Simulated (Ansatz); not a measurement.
`[SiH3]B1B[SiH2]1` + `F[SiH](F)S` → `F[SiH](F)S[SiH3]` + `B1B[SiH2]1`  (cleavage of the Si–B bond)

Computed with Ansatz on PBE0-D4/def2-TZVP structures; ΔE is electronic, products minus reactants. CCSD(T)/CBS is the MP2 limit (def2-TZVPP, def2-QZVPP) plus CCSD(T) − MP2 in def2-TZVPP, frozen cores. Functionals use def2-TZVPP. One conformer a species, not always the lowest.

```
             level  ΔE (kJ/mol)  difference from CCSD(T)/CBS
           ωB97M-V        -45.5                         -4.2
            B2PLYP        -39.6                          1.7
            r2SCAN        -41.3                          0.0
     HF/def2-TZVPP        -43.1                         -1.8
    MP2/def2-TZVPP        -39.9                          1.4
SCS-MP2/def2-TZVPP        -39.4                          1.9
     HF/def2-QZVPP        -43.7                         -2.4
    MP2/def2-QZVPP        -43.1                         -1.8
SCS-MP2/def2-QZVPP        -42.5                         -1.2
      HF/CBS(def2)        -43.8                         -2.5
       CCSD(T)/CBS        -41.3                            0
```

Largest T1 diagnostic among the species: 0.015.

In def2-TZVPP, CCSD(T) changes the Hartree–Fock value by +7.0 kJ/mol (the triples alone add +0.8 kJ/mol) and MP2 by +3.2 kJ/mol.
